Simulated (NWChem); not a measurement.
C3H6O2; SMILES COCC=O

```xyz
11

C     -0.7112    -1.8040     0.1451
O      0.4999    -1.2104    -0.2902
C      0.7324     0.0538     0.2854
C     -0.0958     1.1571    -0.3672
O     -0.2914     2.2402     0.1341
H     -0.7090    -1.9663     1.2342
H     -0.7918    -2.7690    -0.3607
H     -1.5909    -1.1937    -0.1124
H      1.7912     0.2902     0.1121
H      0.5633     0.0660     1.3738
H     -0.4829     0.8934    -1.3782
```
Atoms are numbered in this order, from 1.

All runs: NWChem. Geometry: optimised at B3LYP/6-31G* (spherical d).

For level PBE/def2-TZVP:

```
Item                         Result
---------------------------  ------
highest occupied level (eV)   -5.77
orbital gap (eV)               3.49
```

Problem. What are these values for level TPSSh/def2-TZVP?

Solution. 
| Item | Result |
|---|---|
| highest occupied level (eV) | -6.49 |
| orbital gap (eV) | 4.87 |
